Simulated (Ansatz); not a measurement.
Reaction (dimerisation): 2 `OBF` → `F[B@H-]1[OH+][B@@H-](F)[OH+]1`

Isolated molecules relaxed with PBE0-D4/def2-TZVP in Ansatz; ΔE leaves out vibrations. CBS: MP2 limit from def2 TZ/QZ plus the TZ coupled-cluster correction, frozen cores. This one scheme is used for every species. DFT in def2-TZVPP. HSE06 is defined as in plane-wave codes. One conformer a species, not always the lowest.

`OBF`:

```xyz
5

O     0.128    0.708    0.700
B     0.112   -0.080   -0.389
F    -0.565   -1.227   -0.378
H    -0.381    0.354    1.437
H     0.705    0.245   -1.370
```

`F[B@H-]1[OH+][B@@H-](F)[OH+]1`:

Cartesian coordinates in Å:
```
F -0.203 -0.906 2.048
B 0.211 -0.071 1.082
O 0.689 -0.846 -0.173
B -0.303 -0.053 -1.061
F -1.114 -0.875 -1.747
O -0.977 0.457 0.238
H 0.974 0.803 1.404
H 1.618 -0.743 -0.395
H 0.234 0.829 -1.680
H -1.128 1.404 0.283
```

```json
{"level": "PBE-D4", "ΔE (kJ/mol)": "-9.5"}
{"level": "HSE06-D4", "ΔE (kJ/mol)": "-17.5"}
{"level": "ωB97M-V", "ΔE (kJ/mol)": "-12.0"}
{"level": "PBE-QIDH", "ΔE (kJ/mol)": "-20.3"}
{"level": "PBE0", "ΔE (kJ/mol)": "-10.7"}
{"level": "HF/def2-SVP", "ΔE (kJ/mol)": "25.5"}
{"level": "MP2/def2-SVP", "ΔE (kJ/mol)": "-17.2"}
{"level": "CCSD/def2-SVP", "ΔE (kJ/mol)": "-10.6"}
```

(1) What does CCSD(T)/CBS give? (An estimate is asked.)

Largest T1 diagnostic among the species: 0.013.

Results:

(1) The calculation gave: -8.5 kJ/mol. The listed levels differ from it by -1.0, -9.0, -3.5, -11.8, -2.2, 34.0, -8.7, -2.1 kJ/mol.

From BLYP to BHLYP (50 % exact exchange), in def2-TZVPP and without D4, ΔE moves by −28.0 kJ/mol. At CCSD(T), def2-SVP lies −5.8 kJ/mol from the extrapolated value and def2-TZVPP −4.7 kJ/mol.
